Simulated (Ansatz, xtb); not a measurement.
## Two isomers of AlF3H5NSi

Structure X: `[F][Al-]([F])([F])[NH2+][SiH3]`, a singlet. Structure Y: `[NH3+][Al-]([F])([F])[SiH2]F`, a singlet. Both are isolated molecules in the gas phase, relaxed with PBE0-D4/def2-SVP; the shapes shown needn't be the lowest conformers.

X (Å):

```yaml
atoms:
  - { symbol: Al, position_ang: [-1.3213, 0.7622, -1.6648] }
  - { symbol: F, position_ang: [-1.7262, -0.8089, -1.2722] }
  - { symbol: F, position_ang: [-0.7745, 1.0435, -3.2142] }
  - { symbol: F, position_ang: [-2.2625, 1.9477, -0.9613] }
  - { symbol: N, position_ang: [0.3572, 0.9673, -0.5915] }
  - { symbol: Si, position_ang: [0.1026, 0.7157, 1.1938] }
  - { symbol: H, position_ang: [1.0394, 0.3052, -0.9720] }
  - { symbol: H, position_ang: [0.7293, 1.9000, -0.7916] }
  - { symbol: H, position_ang: [-0.8748, 1.7459, 1.6161] }
  - { symbol: H, position_ang: [1.4147, 0.8966, 1.8769] }
  - { symbol: H, position_ang: [-0.3995, -0.6702, 1.3434] }
```

Y (Å):

```xyz
11

Al   -2.0045   -0.0103   -2.1443
F    -3.1401   -1.0650   -1.5002
F    -2.3067    0.5326   -3.7032
F     0.7138    0.6005   -0.6673
N    -0.4660   -1.2810   -2.4831
Si   -0.7426    1.4314   -0.6200
H    -0.6907   -2.2338   -2.1917
H    -0.2031   -1.3031   -3.4699
H     0.3382   -0.9503   -1.9355
H    -1.1301    1.4904    0.8252
H    -0.4232    2.8348   -1.0329
```

**Question.** Which of the two would you expect CCSD(T)/def2-SVP + ΔMP2/def2-TZVPP electronic energies to favour?

**Answer.** Structure X; the calculation gives E(Y) − E(X) = +24.0 kcal/mol.

Level by level:

| level | geometry | E(Y) − E(X) (kcal/mol) | departure from the last row (kcal/mol) | job, with rough time for the two |
| --- | --- | --- | --- | --- |
| PBE0-D4/def2-SVP | PBE0-D4/def2-SVP | +17.5 | −6.6 | optimisation, 72 s |
| HF/def2-SVP | PBE0-D4/def2-SVP | +24.8 | +0.8 | part of the CCSD(T) run |
| MP2/def2-SVP | PBE0-D4/def2-SVP | +24.8 | +0.8 | part of the CCSD(T) run |
| CCSD(T)/def2-SVP | PBE0-D4/def2-SVP | +23.2 | −0.8 | single point |
| CCSD(T)/def2-SVP + ΔMP2/def2-TZVPP | PBE0-D4/def2-SVP | +24.0 |  | single point, 36 s |

As drawn, Y has 1 Al–Si, 1 F–Si, 1 N–H in place of 1 Al–F, 1 N–Si, 1 Si–H.

The levels shown agree on the order. The largest departure from CCSD(T)/def2-SVP + ΔMP2/def2-TZVPP is that of PBE0-D4/def2-SVP, 6.6 kcal/mol. Levels run at GFN2-xTB geometries aren't shown. The last row adds to CCSD(T) the change of the MP2 difference between the two basis sets, here +0.8 kcal/mol.

With thermal terms from frequencies at re-optimised GFN2-xTB minima (ideal gas, soft modes damped towards free rotors, one conformer each, 298.15 K, 1 atm): on the last row, ΔE + ΔZPE = +25.0, ΔH = +25.5, ΔG = +24.3 kcal/mol.

The correlated steps freeze 14 core orbitals. Run with Ansatz 0.2.0, xtb 6.7.1; the last row on 2 threads of Intel(R) Xeon(R) CPU @ 2.60GHz (Ice Lake) on a shared host.
